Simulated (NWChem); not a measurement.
CH4BClOS; SMILES CSB(O)Cl

```xyz
9

B      0.3136     0.3873     0.0000
Cl    -0.3312     2.0581     0.0000
O      1.6509     0.1636     0.0000
H      2.1686     0.9838     0.0000
S     -0.8641    -0.9821     0.0000
C      0.2662    -2.4353     0.0000
H      0.8947    -2.4342    -0.8920
H     -0.3685    -3.3238     0.0000
H      0.8947    -2.4342     0.8920
```
Atoms are numbered in this order, from 1.

All runs: NWChem. Pople sets run with spherical d functions. Structure relaxed at the B3LYP/6-31G* (spherical d) level. B3LYP is NWChem's, with the RPA form of VWN correlation. Static field.

```csv
level,isotropic polarisability (bohr³),anisotropy (bohr³)
PBE/6-31+G*,62.1,34.3
B3LYP/6-31+G*,60.1,32.4
Hartree-Fock/6-31+G*,?,?
"LDA (Slater exchange, VWN5)/6-31+G*",62.7,34.5
```

Task: Some entries are withheld; supply them.

Result: 
- Hartree-Fock/6-31+G*, isotropic polarisability (bohr³): 54.6
- Hartree-Fock/6-31+G*, anisotropy (bohr³): 27.8
